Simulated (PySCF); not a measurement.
**[CoF5]3-: what the settings change**

The complex [CoF5]3- (charge -3) contains Co(II), shell d7. The structure is a PBE0-D3(BJ)/def2-TZVP, IEF-PCM water geometry optimised for multiplicity 4; coordination trigonal bipyramidal, point group C3v, metal–donor distances 2.01–2.12 Å.

```
6

Co    0.000    0.000    0.000
F     0.000    0.000    2.119
F     0.000    0.000   -2.027
F     2.006    0.000    0.082
F    -1.003    1.738    0.082
F    -1.003   -1.738    0.082
```

Method (PySCF 2.14, density fitting): CASSCF(7,5) with orbitals averaged over all microstates of the shell, strongly contracted NEVPT2 on the averaged canonical orbitals; basis x2c-TZVPall on the metal, x2c-SVPall elsewhere; spin-free X2C; IEF-PCM water; spin-orbit coupling by state interaction with the mean-field operator over all roots.

Base run: NEVPT2 ground state 4A2, next 4A1 at 1504, then 4A2 at 1580 cm⁻¹, B(CASSCF) 1213, ζ 516 cm⁻¹, D 31.50 cm⁻¹, g 2.183 2.465 2.465, μeff(300 K) 4.78 μB.

Question: What happens with the basis x2c-TZVPall on all atoms?

Answer: NEVPT2 ground state 4A2, next 4A1 at 1511, then 4A2 at 1580 cm⁻¹, B(CASSCF) 1214, ζ 517 cm⁻¹, D 33.78 cm⁻¹, g 2.168 2.481 2.481, μeff(300 K) 4.80 μB. It took 22 s against 8.8 s on a shared host of the same kind.

Question: What happens with orbitals averaged over the highest spin alone?

Answer: NEVPT2 ground state 4A2, next 4A1 at 1455, then 4A2 at 1530 cm⁻¹, B(CASSCF) 1223, ζ 520 cm⁻¹, D 32.35 cm⁻¹, g 2.192 2.479 2.479, μeff(300 K) 4.81 μB.

NEVPT2 lifts 4E from 7526 to 9442 cm⁻¹; on the d shell alone such lifts tend to overshoot.
